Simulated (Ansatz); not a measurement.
Stepwise reaction of `CB[SiH2][SiH2]Cl` with hydrogen chloride, as a gas-phase model of exchange steps in deposition or etching. ΔE in kJ/mol.

Calculated with Ansatz (gas phase, PBE0-D4/def2-TZVP geometries, no zero-point term in ΔE). CCSD(T)/CBS is the MP2 limit (def2-TZVPP, def2-QZVPP) plus CCSD(T) − MP2 in def2-TZVPP, frozen cores. This one scheme is used for every species. DFT in def2-TZVPP. B3LYP here is the variant with VWN-RPA as its local correlation; programs differ in this. One conformer a species, not always the lowest.

```json
{"step": "1", "reaction": "`CB[SiH2][SiH2]Cl` + HCl → `CB[SiH2]Cl` + `[SiH3]Cl`", "PBE-D4": "-63.2", "B3LYP-D4": "-79.4", "ωB97M-V": "-86.5", "CCSD(T)/CBS": "-81.9"}
{"step": "2", "reaction": "`CB[SiH2]Cl` + HCl → `CBCl` + `[SiH3]Cl`", "PBE-D4": "-114.9", "B3LYP-D4": "-121.2", "ωB97M-V": "-125.0", "CCSD(T)/CBS": "-121.1"}
```

Question: By hand: ΔE of the 2 steps together at CCSD(T)/CBS.

Answer: (-81.9) + (-121.1) = -203.0 kJ/mol, or -101.5 kJ/mol a step.

In ΔE each step is lower than the one before. All are downhill at CCSD(T)/CBS. PBE-D4 differs from CCSD(T)/CBS by 6.2 to 18.7 kJ/mol a step. Isolated molecules leave out the surface, adducts and barriers. Largest T1 diagnostic: 0.012.
